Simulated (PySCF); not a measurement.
¹⁹F chemical shifts

No solvent model, equivalent nuclei averaged, one conformer, no relativistic terms. NMR shieldings at PBE0/pcSseg-1/GIAO; geometry: GFN2-xTB; PySCF.

Shieldings were converted by a linear fit to measured shifts: ¹⁹F (scatter 6.0 ppm rms, 7.0 ppm with the 5 outliers that the fit left out vs CFCl3, solution or neat liquid, with a term for F on sp3 carbon). Occasional misses reach two or three times the rms, and more in compound classes unlike the fitted ones.

Task: Give the ¹⁹F shifts of `O=C(F)c1cc(C(F)(F)F)co1`, `CO[SiH2][C@@H](F)C(F)(F)F`.

Result: 
```tsv
compound	environment	δ (ppm)
[O:1]=[C:2]([F:3])[c:4]1[cH:5][c:6]([C:7]([F:8])([F:9])[F:10])[cH:11][o:12]1	F3: fluorine bonded to C	13.1
[O:1]=[C:2]([F:3])[c:4]1[cH:5][c:6]([C:7]([F:8])([F:9])[F:10])[cH:11][o:12]1	F8/9/10: fluorine of a CF3 group (×3)	-59.8
[CH3:1][O:2][SiH2:3][C@@H:4]([F:5])[C:6]([F:7])([F:8])[F:9]	F7/8/9: fluorine of a CF3 group (×3)	-71.0
[CH3:1][O:2][SiH2:3][C@@H:4]([F:5])[C:6]([F:7])([F:8])[F:9]	F5: fluorine on an sp3 carbon	-238.7
```

Task: Order these by ¹⁹F shift, lowest first.
A. O=C(O)/C=C(/CCF)[SiH2]O
B. CC(C)(C)c1pc(F)cs1
C. CSc1ccc(C(=O)F)s1

Result: A (-214.1 ppm, fluorine on an sp3 carbon), B (-117.9 ppm, aryl fluorine), C (6.8 ppm, fluorine bonded to C).
